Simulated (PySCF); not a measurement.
C2H6ClGa, singlet, geometry from GFN2-xTB (such geometries of metal compounds can be far from the true shape); R2SCAN/3-21G (PySCF).

Here is a job for PySCF.
```python
from pyscf import gto, scf, dft

mol = gto.M(
    atom='''
Ga   -0.23882611    0.10083400   -0.14092768
C    -1.80146295   -1.21572828   -0.23393842
H    -1.48974737   -2.11234972   -0.77670352
H    -2.67761150   -0.79304802   -0.72665403
H    -2.07741138   -1.52198383    0.77883123
C    -0.06504875    2.00184560   -0.87573406
H     0.73235088    2.03166984   -1.62340480
H     0.21697965    2.67872738   -0.06457972
H    -0.98796556    2.36112255   -1.33204575
Cl    1.46388735   -0.61686449    0.86890290
''',
    basis='3-21g',
    verbose=4,
)

mf = dft.RKS(mol)
mf.xc = 'r2scan'
mf.diis = False
mf.damp = 0.3
mf.diis_start_cycle = 200
mf.max_cycle = 150
mf.kernel()
```

Predict the main parts of the log of this PySCF run.


```
PySCF version 2.14.0

[INPUT] verbose = 4
[INPUT] num. atoms = 10
[INPUT] num. electrons = 66
[INPUT] charge = 0
[INPUT] spin (= nelec alpha-beta = 2S) = 0
[INPUT] symmetry False subgroup None
[INPUT] Mole.unit = angstrom
[INPUT] Symbol           X                Y                Z      unit          X                Y                Z       unit  Magmom
[INPUT]  1 Ga    -0.238826110000   0.100834000000  -0.140927680000 AA   -0.451315939295   0.190548644044  -0.266314718570 Bohr   0.0
[INPUT]  2 C     -1.801462950000  -1.215728280000  -0.233938420000 AA   -3.404271599051  -2.297393491089  -0.442079543813 Bohr   0.0
[INPUT]  3 H     -1.489747370000  -2.112349720000  -0.776703520000 AA   -2.815214524091  -3.991762450102  -1.467756932786 Bohr   0.0
[INPUT]  4 H     -2.677611500000  -0.793048020000  -0.726654030000 AA   -5.059952402986  -1.498643561429  -1.373177104011 Bohr   0.0
[INPUT]  5 H     -2.077411380000  -1.521983830000   0.778831230000 AA   -3.925738556255  -2.876132604717   1.471777721958 Bohr   0.0
[INPUT]  6 C     -0.065048750000   2.001845600000  -0.875734060000 AA   -0.122924322245   3.782939927666  -1.654897531353 Bohr   0.0
[INPUT]  7 H      0.732350880000   2.031669840000  -1.623404800000 AA    1.383942590284   3.839299573139  -3.067790461304 Bohr   0.0
[INPUT]  8 H      0.216979650000   2.678727380000  -0.064579720000 AA    0.410032113104   5.062061110574  -0.122037984001 Bohr   0.0
[INPUT]  9 H     -0.987965560000   2.361122550000  -1.332045750000 AA   -1.866984328903   4.461874966035  -2.517201652891 Bohr   0.0
[INPUT] 10 Cl     1.463887350000  -0.616864490000   0.868902900000 AA    2.766346168715  -1.165704942070   1.641988509840 Bohr   0.0

nuclear repulsion = 340.705462127527
number of shells = 39
number of NR pGTOs = 129
number of NR cGTOs = 65
basis = 3-21g
ecp = {}

******** <class 'pyscf.dft.rks.RKS'> ********
method = RKS
initial guess = minao
damping factor = 0.3
level_shift factor = 0
DIIS disabled
SCF conv_tol = 1e-09
SCF conv_tol_grad = None
SCF max_cycles = 150
direct_scf = True
direct_scf_tol = 1e-13
XC library pyscf.dft.libxc version 7.1.2
    S. Lehtola, C. Steigemann, M. J. T. Oliveira, and M. A. L. Marques,  SoftwareX 7, 1–5 (2018)
XC functionals = r2scan
    J. W. Furness, A. D. Kaplan, J. Ning, J. P. Perdew, and J. Sun,  J. Phys. Chem. Lett. 11, 8208–8215 (2020)
    J. W. Furness, A. D. Kaplan, J. Ning, J. P. Perdew, and J. Sun,  J. Phys. Chem. Lett. 11, 9248–9248 (2020)
    J. W. Furness, A. D. Kaplan, J. Ning, J. P. Perdew, and J. Sun,  J. Phys. Chem. Lett. 11, 8208–8215 (2020)
    J. W. Furness, A. D. Kaplan, J. Ning, J. P. Perdew, and J. Sun,  J. Phys. Chem. Lett. 11, 9248–9248 (2020)
radial grids:
    Treutler-Ahlrichs [JCP 102, 346 (1995); DOI:10.1063/1.469408] (M4) radial grids

becke partition: Becke, JCP 88, 2547 (1988); DOI:10.1063/1.454033
pruning grids: <function nwchem_prune>
grids dens level: 3
symmetrized grids: False
atomic radii adjust function: <function treutler_atomic_radii_adjust>
small_rho_cutoff = 0
Set gradient conv threshold to 3.16228e-05
Initial guess from minao.
tot grids = 126872
init E= -2450.63185089357
  HOMO = -0.351711696555257  LUMO = -0.106959609613566  gap/eV = 6.66004
cycle= 1 E= -2452.59388224185  delta_E= -1.96  |g|= 0.495  |ddm|= 2.65
  HOMO = -0.235011573248452  LUMO = -0.0637770098185002  gap/eV = 4.65953
cycle= 2 E= -2452.63917145406  delta_E= -0.0453  |g|= 0.295  |ddm|= 0.772
  HOMO = -0.262960563573925  LUMO = -0.0537746806729604  gap/eV = 5.69224
cycle= 3 E= -2452.65372343641  delta_E= -0.0146  |g|= 0.18  |ddm|= 0.449
  HOMO = -0.23577110694978  LUMO = -0.0512853971288716  gap/eV = 5.02011
cycle= 4 E= -2452.65892066419  delta_E= -0.0052  |g|= 0.115  |ddm|= 0.28
  HOMO = -0.250022952551771  LUMO = -0.0506477251277573  gap/eV = 5.42528
cycle= 5 E= -2452.66095391228  delta_E= -0.00203  |g|= 0.0763  |ddm|= 0.18
  HOMO = -0.240057372563483  LUMO = -0.0500990882749717  gap/eV = 5.16903
cycle= 6 E= -2452.66179775521  delta_E= -0.000844  |g|= 0.052  |ddm|= 0.122
  HOMO = -0.246505800891104  LUMO = -0.050456820940056  gap/eV = 5.33476
cycle= 7 E= -2452.66217616292  delta_E= -0.000378  |g|= 0.0363  |ddm|= 0.0858
  HOMO = -0.24217575099856  LUMO = -0.0500466696587571  gap/eV = 5.22810
cycle= 8 E= -2452.66235523415  delta_E= -0.000179  |g|= 0.0258  |ddm|= 0.0618
  HOMO = -0.245162502408272  LUMO = -0.0503881203361149  gap/eV = 5.30008
cycle= 9 E= -2452.66244417633  delta_E= -8.89e-05  |g|= 0.0185  |ddm|= 0.0452
  HOMO = -0.243122465444582  LUMO = -0.050103672756832  gap/eV = 5.25231
cycle= 10 E= -2452.66248976327  delta_E= -4.56e-05  |g|= 0.0134  |ddm|= 0.0333
  HOMO = -0.244567945154319  LUMO = -0.0503296779746065  gap/eV = 5.28549
cycle= 11 E= -2452.66251364182  delta_E= -2.39e-05  |g|= 0.00978  |ddm|= 0.0246
  HOMO = -0.243557173359873  LUMO = -0.0501536350866634  gap/eV = 5.26278
cycle= 12 E= -2452.66252632478  delta_E= -1.27e-05  |g|= 0.00715  |ddm|= 0.0182
  HOMO = -0.244283991295927  LUMO = -0.0502888244936215  gap/eV = 5.27888
cycle= 13 E= -2452.6625331163  delta_E= -6.79e-06  |g|= 0.00524  |ddm|= 0.0135
  HOMO = -0.243766147346326  LUMO = -0.0501862288496366  gap/eV = 5.26758
cycle= 14 E= -2452.66253677309  delta_E= -3.66e-06  |g|= 0.00385  |ddm|= 0.00998
  HOMO = -0.244141891900892  LUMO = -0.0502635713096264  gap/eV = 5.27570
cycle= 15 E= -2452.6625387475  delta_E= -1.97e-06  |g|= 0.00283  |ddm|= 0.00738
  HOMO = -0.243870732455449  LUMO = -0.0502056343465525  gap/eV = 5.26990
cycle= 16 E= -2452.66253981581  delta_E= -1.07e-06  |g|= 0.00208  |ddm|= 0.00545
  HOMO = -0.24406860451589  LUMO = -0.0502488742910905  gap/eV = 5.27410
cycle= 17 E= -2452.66254039435  delta_E= -5.79e-07  |g|= 0.00153  |ddm|= 0.00403
  HOMO = -0.243924640644306  LUMO = -0.0502167138745484  gap/eV = 5.27106
cycle= 18 E= -2452.66254070792  delta_E= -3.14e-07  |g|= 0.00113  |ddm|= 0.00297
  HOMO = -0.244030069732492  LUMO = -0.0502405822286893  gap/eV = 5.27328
cycle= 19 E= -2452.6625408779  delta_E= -1.7e-07  |g|= 0.000829  |ddm|= 0.00219
  HOMO = -0.243952980331892  LUMO = -0.0502229018640417  gap/eV = 5.27166
cycle= 20 E= -2452.6625409701  delta_E= -9.22e-08  |g|= 0.00061  |ddm|= 0.00162
  HOMO = -0.244009560479057  LUMO = -0.050235981898916  gap/eV = 5.27285
cycle= 21 E= -2452.6625410201  delta_E= -5e-08  |g|= 0.000449  |ddm|= 0.00119
  HOMO = -0.243968065528533  LUMO = -0.0502263157651479  gap/eV = 5.27198
cycle= 22 E= -2452.66254104722  delta_E= -2.71e-08  |g|= 0.000331  |ddm|= 0.000879
  HOMO = -0.243998562614572  LUMO = -0.0502334536755222  gap/eV = 5.27262
cycle= 23 E= -2452.66254106192  delta_E= -1.47e-08  |g|= 0.000244  |ddm|= 0.000647
  HOMO = -0.243976156991098  LUMO = -0.0502281860395877  gap/eV = 5.27215
cycle= 24 E= -2452.66254106991  delta_E= -8e-09  |g|= 0.000179  |ddm|= 0.000477
  HOMO = -0.243992638000605  LUMO = -0.0502320717264404  gap/eV = 5.27249
cycle= 25 E= -2452.66254107424  delta_E= -4.32e-09  |g|= 0.000132  |ddm|= 0.000352
  HOMO = -0.243980517133184  LUMO = -0.0502292064901977  gap/eV = 5.27224
cycle= 26 E= -2452.6625410766  delta_E= -2.36e-09  |g|= 9.73e-05  |ddm|= 0.000259
  HOMO = -0.243989437486734  LUMO = -0.0502313187098367  gap/eV = 5.27243
cycle= 27 E= -2452.66254107786  delta_E= -1.26e-09  |g|= 7.17e-05  |ddm|= 0.000191
  HOMO = -0.243982873067325  LUMO = -0.0502297619402408  gap/eV = 5.27229
cycle= 28 E= -2452.66254107855  delta_E= -6.92e-10  |g|= 5.28e-05  |ddm|= 0.000141
  HOMO = -0.2439877056485  LUMO = -0.0502309091481763  gap/eV = 5.27239
cycle= 29 E= -2452.66254107894  delta_E= -3.92e-10  |g|= 3.89e-05  |ddm|= 0.000104
  HOMO = -0.24398414812244  LUMO = -0.0502300638594415  gap/eV = 5.27232
cycle= 30 E= -2452.66254107913  delta_E= -1.9e-10  |g|= 2.86e-05  |ddm|= 7.63e-05
  HOMO = -0.243987889985187  LUMO = -0.0502309535263834  gap/eV = 5.27239
Extra cycle  E= -2452.66254107884  delta_E= 2.88e-10  |g|= 4.24e-05  |ddm|= 8.03e-05
converged SCF energy = -2452.66254107884
```
